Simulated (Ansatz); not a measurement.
# A relaxation, step by step

SiH4Cl2O, singlet, PBE0-D4/def2-TZVP (Ansatz 0.2.0). Settings:

```yaml
hamiltonian: {xc: pbe0, dispersion: d4}
relax: {f_tol: 0.005, max_steps: 200}
```

Start, a step off a saddle point along its unstable mode:

Si1  (-0.301, -0.074, -0.436)
O2  (1.043, 0.775, 0.303)
Cl3  (-0.037, -1.850, -1.483)
Cl4  (-2.105, 0.049, 0.562)
H5  (-0.524, 0.836, -1.529)
H6  (0.679, -0.413, 1.068)
H7  (0.298, -1.016, 1.030)
H8  (0.946, 1.693, 0.485)
(Å)

```
               step  energy less the last (meV)  largest force component (eV/Å)
                  1                      1960.5                           3.467
                  5                       259.0                           0.368
                  9                        95.7                           0.212
                 13                        74.1                           0.155
                 17                        67.1                           0.047
                 21                        62.5                           0.523
                 25                        30.0                           0.217
                 29                        15.6                           0.144
                 33                         5.6                           0.235
37 (rejected trial)                         3.5                           0.283
                 41                         1.0                           0.046
                 45                         0.3                           0.026
                 49                         0.2                           0.008
                 53                         0.1                           0.011
                 57                         0.0                           0.007
                 61                         0.0                           0.002
```

Step 33, positions (Å) and forces (eV/Å):

| atom | x | y | z | Fx | Fy | Fz |
| --- | --- | --- | --- | --- | --- | --- |
| Si1 | -0.499 | 0.456 | -0.972 | 0.013 | 0.001 | 0.013 |
| O2 | 0.691 | 1.144 | -0.114 | 0.079 | -0.123 | 0.227 |
| Cl3 | 0.005 | -1.437 | -1.551 | 0.003 | 0.001 | -0.008 |
| Cl4 | -2.214 | 0.317 | 0.129 | -0.001 | 0.007 | -0.013 |
| H5 | -0.727 | 1.291 | -2.157 | -0.012 | -0.003 | 0.011 |
| H6 | 1.087 | -1.412 | 1.708 | -0.139 | 0.116 | 0.184 |
| H7 | 0.683 | -1.077 | 2.251 | 0.141 | -0.109 | -0.179 |
| H8 | 0.975 | 0.718 | 0.705 | -0.084 | 0.110 | -0.235 |

Step 41, positions (Å) and forces (eV/Å):

```
atom       x       y       z      Fx      Fy      Fz
 Si1  -0.532   0.462  -1.015   0.028   0.027   0.012
  O2   0.648   1.018  -0.053  -0.015  -0.046   0.022
 Cl3  -0.083  -1.404  -1.718  -0.008   0.007   0.003
 Cl4  -2.305   0.327  -0.010   0.006  -0.005  -0.007
  H5  -0.669   1.398  -2.137   0.002  -0.014   0.013
  H6   1.146  -1.360   1.822   0.000   0.003   0.006
  H7   0.903  -0.940   2.391   0.002  -0.002  -0.007
  H8   0.892   0.500   0.720  -0.014   0.030  -0.043
```

Step 57, positions (Å) and forces (eV/Å):

| atom | x | y | z | Fx | Fy | Fz |
| --- | --- | --- | --- | --- | --- | --- |
| Si1 | -0.553 | 0.463 | -1.052 | 0.000 | 0.004 | 0.000 |
| O2 | 0.641 | 0.892 | -0.045 | 0.001 | -0.007 | 0.006 |
| Cl3 | -0.188 | -1.363 | -1.893 | 0.000 | -0.001 | -0.001 |
| Cl4 | -2.339 | 0.335 | -0.070 | -0.003 | -0.001 | 0.002 |
| H5 | -0.637 | 1.485 | -2.101 | 0.001 | 0.000 | -0.002 |
| H6 | 1.348 | -1.262 | 2.007 | 0.001 | -0.001 | 0.000 |
| H7 | 0.885 | -0.876 | 2.450 | -0.001 | 0.001 | 0.000 |
| H8 | 0.843 | 0.326 | 0.704 | 0.000 | 0.006 | -0.004 |

Last step (61):

```json
{"atom": "Si1", "x (Å)": "-0.5530", "y (Å)": "0.4621", "z (Å)": "-1.0558"}
{"atom": "O2", "x (Å)": "0.6469", "y (Å)": "0.8785", "z (Å)": "-0.0509"}
{"atom": "Cl3", "x (Å)": "-0.1974", "y (Å)": "-1.3550", "z (Å)": "-1.9181"}
{"atom": "Cl4", "x (Å)": "-2.3336", "y (Å)": "0.3272", "z (Å)": "-0.0642"}
{"atom": "H5", "x (Å)": "-0.6408", "y (Å)": "1.4949", "z (Å)": "-2.0939"}
{"atom": "H6", "x (Å)": "1.3591", "y (Å)": "-1.2487", "z (Å)": "2.0331"}
{"atom": "H7", "x (Å)": "0.8711", "y (Å)": "-0.8682", "z (Å)": "2.4533"}
{"atom": "H8", "x (Å)": "0.8478", "y (Å)": "0.3091", "z (Å)": "0.6964"}
```

Hardware: 4 CPU threads of an Arm Neoverse V2, shared host. Wall time about 2 min.
